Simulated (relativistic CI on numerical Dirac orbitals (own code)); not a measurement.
Computed by Dirac-Coulomb-Breit CI, KLI orbitals optimised for each configuration, model QED, unscaled Slater integrals (own radial code, finite nucleus).

The strongest absorption lines from the ground level of an ion, among the configurations computed and to levels below about 567 eV (vacuum wavelength in Å, gf): 29.952 (0.067), 30.153 (0.044), 41.702 (0.16), 42.437 (0.12), 219.15 (0.96), 275.91 (0.38).

(1) Which ion is it?
A. Sn23+
B. Pd17+
C. Te23+
D. Sn21+

## Answers

(1) D. Sn21+ has 29 electrons and the ground level 3d¹⁰4s ²S1/2; the strongest line goes to 3d¹⁰4p ²P°3/2. The pattern of lines fixes the number of electrons, and along that sequence the line energies rise steadily with the charge (about as its square where n changes within one kind of shell, about linearly where n is kept but much faster in heavy ions where fine structure, which grows about as Z⁴, sets the gap, and irregularly where shells cross), which fixes Z. Configurations outside the model, such as inner-shell arrays, can give stronger lines. At this charge energies of transitions that change n are usually good to better than 1 %, and those within a shell (Δn = 0) to a few per cent.

LS names give the leading component of a level, which can be under half, so a name can repeat, a term be missing and a line seem to break the LS rules.
